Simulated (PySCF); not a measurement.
# Working out the ionisation energy of N²⁺

N²⁺ [He] 2s2 2p1 (2P) → N³⁺ [He] 2s2 (1S). Calculation: PySCF 2.14, in def2-TZVP; the non-relativistic Hamiltonian (point nucleus). Frozen: 1s2. Energies in hartree (1 hartree = 27.21139 eV):

| part | N²⁺ (lower) | N³⁺ (upper) |
| --- | --- | --- |
| UHF | -52.818576 | -51.080454 |
| CCSD correlation | -0.082331 | -0.085437 |
| (T) | -0.001019 | 0.000000 |

Problem. What does Hartree-Fock give?

Solution. (-51.080454) − (-52.818576) = 1.738122 hartree = 47.297 eV.

Problem. What do CCSD and CCSD(T) give?

Solution. The CCSD correlation energies differ by -0.003106 hartree = -0.085 eV and the triples by 0.001019 hartree = 0.028 eV, so CCSD gives 47.212 eV and CCSD(T) 47.240 eV.

Reference: 47.445 eV (semi-empirical (NIST evaluation); NIST Atomic Spectra Database, ionization energies), between the lowest levels; spin-orbit coupling is absent from the calculation.

The coupled-cluster amplitudes are large, so a single reference is strained.

What remains against the reference includes basis incompleteness, the frozen core and higher excitations.
